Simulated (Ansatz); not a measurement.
System: sum formula H2SiO2Br2, charge 0, multiplicity 1. SMILES: Br[Si](Br)(O)O
Structure (B3LYP-D3(BJ)/def2-TZVP (Ansatz, a quantum-chemistry and plane-wave program) minimum search):
```
Si
O 1 1.6204
H 2 0.9622 1 118.21
O 1 1.6271 2 109.08 3 56.64
H 4 0.9613 1 118.82 2 -169.73
Br 1 2.2067 2 106.51 3 177.81
Br 1 2.2294 2 111.53 3 -63.50
```

Quantity: atomisation energy (electronic, to ground-state atoms), in eV. Valence correlation only, unless marked. Open shells are spin-unrestricted. No spin-orbit coupling. Frozen are the shells of the preceding noble gas and the d and f shells that filled before the atom's block. Non-relativistic. The coupled-cluster limit lacks core correlation, which all-electron functionals hold. Basis-set limits of correlation are two-point, X^-3; Hartree-Fock from the larger set. The bracket is a focal-point correction in the basis named.

```
level                                                                 program  atomisation energy (eV)  minus last row  rough core time
-------------------------------------------------------------  --------------  -----------------------  --------------  ---------------
HF/STO-3G                                                              Ansatz                    17.33           -9.32                -
PBE-D4/def2-TZVPD                                              Ansatz + dftd4                    26.92            0.27       under 20 s
PBE0/STO-3G                                                            Ansatz                    25.78           -0.87       under 20 s
r2SCANh-D4/def2-TZVPD                                          Ansatz + dftd4                    26.42           -0.23             24 s
HSE06/def2-TZVPD                                                       Ansatz                    26.10           -0.55       under 20 s
CAM-B3LYP-D3(BJ)/def2-TZVPD                                    Ansatz + dftd3                    26.28           -0.37             22 s
CAM-B3LYP/def2-TZVPD                                                   Ansatz                    26.08           -0.57             22 s
wB97M-V/def2-TZVPD                                                     Ansatz                    26.48           -0.17             40 s
B2GP-PLYP/def2-TZVPD                                                   Ansatz                    25.96           -0.69             21 s
B2PLYP-D4/def2-TZVPD                                           Ansatz + dftd4                    26.11           -0.54       under 20 s
RPA@PBE/def2-QZVPP                                                     Ansatz                    24.55           -2.10             60 s
MP2/6-31G*                                                             Ansatz                    24.22           -2.43                -
MP2/def2-SVPD                                                          Ansatz                    25.48           -1.17                -
RI-MP2/CBS(def2-TZVPP,def2-QZVPP)+[CCSD(T)-MP2]/def2-TZVPP             Ansatz                    26.68            0.03            3 min
RI-MP2/CBS(def2-TZVPPD,def2-QZVPPD)+[CCSD(T)-MP2]/def2-TZVPPD          Ansatz                    26.65            0.00            7 min
```

Core times are rough, on shared machines, summed over the molecules involved; a dash marks a level read off another run, or run on other hardware, by another program or under a memory cap.
